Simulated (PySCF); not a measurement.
InH, SMILES [InH] (connectivity only; charge and spin as stated), neutral, multiplicity 1.

The structure is a stationary point at PBE0-D3(BJ)/def2-TZVPD. The def2 effective core potentials stand for the cores of In; spin–orbit coupling is left out.

Vertical ionisation energy (IE) and electron affinity (EA) in eV. Rows of orbital energies are one-electron estimates. Where ΔSCF, EOM or ADC give a negative EA the extra electron is unbound and the value depends on the basis.

```json
[
 {"level": "−ε(HOMO), −ε(LUMO), CAM-B3LYP/def2-TZVPD (PySCF)", "IE": "6.93", "EA": "0.96"},
 {"level": "−ε(HOMO), −ε(LUMO), PBE/def2-TZVPD (PySCF)", "IE": "4.79", "EA": "2.44"}
]
```
